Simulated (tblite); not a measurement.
Species: C₆H₁₀O₂S.
Cartesian coordinates in Å at the GFN2-xTB level; atoms count from 1:
```xyz
19
C6H10O2S angstrom
O      1.9218    2.1393    1.3240
C      1.9629    1.2068    0.5753
C      0.7782    0.5787   -0.1152
C      0.8704   -0.9491   -0.0484
C     -0.2188   -1.6084   -0.8691
S     -1.8759   -1.2704   -0.0968
O     -1.6990   -1.5313    1.3310
C     -1.7359    0.5708   -0.2950
C     -0.5383    1.0832    0.4753
H      2.9262    0.7227    0.3133
H      0.8523    0.8874   -1.1688
H      1.8526   -1.2814   -0.3949
H      0.7486   -1.2706    0.9898
H     -0.1020   -2.6914   -0.8719
H     -0.2597   -1.2467   -1.8943
H     -2.6613    0.9869    0.1009
H     -1.6764    0.7731   -1.3627
H     -0.6206    0.7344    1.5082
H     -0.5350    2.1751    0.4918
```

Level: GFN2-xTB in tblite, geometry and Hessian alike; calculated harmonic values, unscaled, isolated species. This tight-binding method is rough: wavenumbers can miss measured ones by several per cent, in bad cases by 10 to 20. One conformer, not necessarily the lowest.

Harmonic wavenumbers (cm⁻¹): 52.7, 103.7, 169.5, 195.8, 211.4, 289.9, 315.7, 387.1, 409.0, 417.1, 522.9, 614.8, 627.8, 660.3, 792.3, 796.6, 877.3, 893.1, 915.9, 987.8, 1024.4, 1036.2, 1060.2, 1083.4, 1132.6, 1135.8, 1145.1, 1180.7, 1209.9, 1230.2, 1236.4, 1262.2, 1276.0, 1335.2, 1352.4, 1387.2, 1438.4, 1448.3, 1464.8, 1479.4, 1796.6, 2741.8, 2875.8, 2959.0, 2976.0, 2979.2, 2989.2, 3006.6, 3009.6, 3011.6, 3014.6.

A = 2824, B = 914.1, C = 829.1 MHz; mass 146.040 u (most abundant isotopes); point group C1, symmetry number 1.

Q: What is the zero-point energy?

A: Half the sum of the wavenumbers: 33260 cm⁻¹ = 397.88 kJ/mol.

Q: What is S at 400 K and 1 bar for an ideal gas of classical rigid rotors and harmonic oscillators?

A: Translation 177.12, rotation 126.66, vibration 141.37: S = 445.2 J/(mol K).

Q: And Cp and H(400 K) − H(0)?

A: Cp = 196.39 J/(mol K), of which vibrations give 163.13 (their classical limit is 51 R = 424.0); H(400 K) − H(0) = 44.37 kJ/mol without the zero-point energy, 31.07 from vibrations.

Q: What must be added to the electronic energy to get the Gibbs energy at 400 K and 1 bar?

A: ZPE + [H(400 K) − H(0)] − T·S = 397.88 + 44.37 − 178.06 = 264.19 kJ/mol.

Q: Blend soft modes into free rotors: weight 1/[1 + (100 cm⁻¹/ν̃)⁴] for the oscillator and the rest for a rotor with moment μB/(μ + B), μ = h/(8π²ν), B = 10⁻⁴⁴ kg m². What vibrational entropy results?

A: 133.62 J/(mol K) in place of 141.37, which changes −T·S at 400 K by +3.10 kJ/mol.

Hindered rotation and anharmonicity are outside this model. Other conformers, if any are populated, would add a mixing term that is left out. The structure is chiral; the term R ln 2 for an equal mix with its mirror image is left out.

Hardware: an Arm Neoverse N1 with one thread, shared host with 64 logical CPUs at a one-minute load of 54. Cost: 1.2 s. The figure is for the frequency step alone.
